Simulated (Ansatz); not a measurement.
All values below come from frozen-core CCSD(T)/def2-TZVPP // BP86-D3(BJ)/def2-SVP run with Ansatz (a quantum-chemistry and plane-wave program).

Ansatz 0.2 input:
```yaml
crystal:
  periodic: [false, false, false]
  atoms:
    - { symbol: Zr, position_ang: [0.046069, -0.11696, -0.009611] }
    - { symbol: N, position_ang: [2.040861, 0.022281, 0.065565] }
    - { symbol: H, position_ang: [2.621869, 0.314406, -0.734202] }
    - { symbol: H, position_ang: [2.658404, -0.179563, 0.865243] }
    - { symbol: H, position_ang: [-0.391815, -0.877033, -1.663771] }
    - { symbol: H, position_ang: [-0.509348, 1.666468, -0.010189] }
    - { symbol: H, position_ang: [-0.618245, -1.049414, 1.474643] }
basis:
  gaussian: { orbitals: def2-TZVPP }
correlation:
  method: ccsd_t
```

Output:

```
Functional definition: HF
940 factors; integrals over basis functions are off by at most 1.2e-3 eV
mean field evaluation 1: about -2823.6187 eV, gradient 4.0e1 eV
mean field evaluation 2: about -2823.6198 eV, gradient 4.0e1 eV
mean field evaluation 4: about -2827.2563 eV, gradient 3.1e0 eV
mean field evaluation 8: about -2827.2989 eV, gradient 2.1e-1 eV
mean field evaluation 16: about -2825.6660 eV, gradient 2.8e1 eV
mean field -2827.29914479 eV, -103.9013271589 hartree, gradient 2.1e-6 eV, S^2 0.000000; 0 other end points of the search recorded, 0 dependent functions left out
1 core orbitals not correlated
reference -2827.29914479 eV, -103.9013271589 hartree; 11, 11 occupied and 145, 145 virtual orbitals, 940 factors
second order -15.64556851 eV of doubles, -0.00000000 eV of singles
cycle   1  -15.88672786 eV  change   -2.4e-1 eV  update   1.1e-1
cycle   2  -16.29782056 eV  change   -4.1e-1 eV  update   3.8e-2
cycle   3  -16.43741039 eV  change   -1.4e-1 eV  update   2.4e-2
cycle   4  -16.42909630 eV  change    8.3e-3 eV  update   7.6e-3
cycle   5  -16.42088515 eV  change    8.2e-3 eV  update   3.6e-3
cycle   6  -16.42255035 eV  change   -1.7e-3 eV  update   1.2e-3
cycle   7  -16.42244505 eV  change    1.1e-4 eV  update   4.6e-4
cycle   8  -16.42238513 eV  change    6.0e-5 eV  update   1.7e-4
cycle   9  -16.42246260 eV  change   -7.7e-5 eV  update   8.5e-5
cycle  10  -16.42242907 eV  change    3.4e-5 eV  update   3.2e-5
cycle  11  -16.42243741 eV  change   -8.3e-6 eV  update   1.3e-5
perturbative correction -0.63470241 eV, -0.0233248835 hartree
Total energy: -2844.35628462 eV, -104.5281654857 hartree
```

Cost: around 40 core-seconds (rough).
